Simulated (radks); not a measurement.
All-electron atom: the thulium ion Tm36+ in [Ar] 3d10 4s2 4p3.

All-electron calculation, scalar-relativistic Kohn-Sham, LDA (Slater exchange, VWN5 correlation), spin-polarised, spherical densities, finite nucleus; open shells are filled with parallel spins first (spin-orbit coupling, left out, can overturn this in heavy ions); Fermi nuclear charge, rms radius 5.2256 fm. Program: a radial shooting solver on a logarithmic mesh with Libxc functionals.

Energy parts (hartree):
total: -12796.4266
kinetic: 13966.5710
electron-nucleus: -29424.0260
Hartree: 2879.2278
exchange-correlation: -218.1995

Orbitals (lengths in bohr, moments of r in powers of bohr; r(max) is where P^2 peaks):
orbital  occ.  eigenvalue (hartree)   r(max)
1s up       1             -2233.104  0.01263
1s down     1             -2233.001  0.01262
2s up       1             -423.4266  0.07191
2s down     1             -423.3622  0.07191
2p up       3             -380.7541  0.05851
2p down     3             -380.6665  0.05852
3s up       1             -136.3307   0.2020
3s down     1             -136.2280   0.2020
3p up       3             -123.3741   0.1985
3p down     3             -123.2618   0.1985
3d up       5             -107.7392   0.1611
3d down     5             -107.6365   0.1611
4s up       1             -63.48662   0.4342
4s down     1             -63.04765   0.4337
4p up       3             -58.62437   0.4449
4p down     0             -58.18729   0.4444

The highest occupied level is 4p up at -1595.3 eV. The electron density at the nucleus is 1e+06 e/bohr^3 (large components only). The spin density at the nucleus is -30.32 e/bohr^3 (1s -21.03, 2s 3.67, 3s -5.59, 4s -7.37). Spin moment in Bohr magnetons: 3.
